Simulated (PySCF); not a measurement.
# [WOF3]−: from a saddle point downhill

PySCF 2.14.0, RKS B3LYP, W def2-SVP with ECP60, O def2-SVP, F def2-SVP; non-relativistic Hamiltonian with scalar-relativistic core potentials where named; density fitting; no spin-orbit coupling. Relaxed within the symmetry of its start, the geometry (C2v) is

```xyz
5

W     0.0669    0.0000    0.0000
O     1.7999    0.0000    0.0000
F    -0.1311    1.8821    0.0000
F    -1.9013    0.0000    0.0000
F    -0.1311   -1.8821    0.0000
```

and its lowest harmonic modes are -68, 125, 193, 237, 329, 569 cm⁻¹ (negative: unstable). It was moved along the lowest mode and relaxed again, within the group Cs that the move left.

Q: Where does it end, and how much lower?

A: In Cs, 0.021 eV lower, after 7 steps:
```xyz
5

W     0.0647    0.0000    0.0036
O     1.7641    0.0000    0.3330
F    -0.1274    1.8683   -0.2322
F    -1.8706    0.0000    0.3057
F    -0.1274   -1.8683   -0.2322
```

Q: How do the contacts change?

A: 
```
  contact  saddle (Å)  end (Å)
W1–O2 (O)       1.733    1.731
W1–F3 (F)       1.892    1.893
W1–F4 (F)       1.968    1.959
W1–F5 (F)       1.892    1.893
```


Q: Is the end a minimum?

A: Yes; lowest modes 88, 148, 186, 227, 318, 576 cm⁻¹.

State: singlet.
